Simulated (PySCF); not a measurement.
A structure optimised at PBE-D3(BJ)/def2-SVP, used in a PySCF frequency run:

```xyz
5

Cl     0.0000     0.0000     2.7313
B      0.0000     0.0000     1.0399
B      0.0000     0.0000    -0.5627
Cl     0.0000    -1.5464    -1.4358
Cl     0.0000     1.5464    -1.4358
```
Charge 0, spin multiplicity 2.

### Question
Write its SMILES, formula and point group.

### Answer
Cl[B]B(Cl)Cl, B2Cl3, C2v

### Question
What are its rotational constants (standard atomic weights)?

### Answer
2.9806, 1.1871, 0.84897 GHz
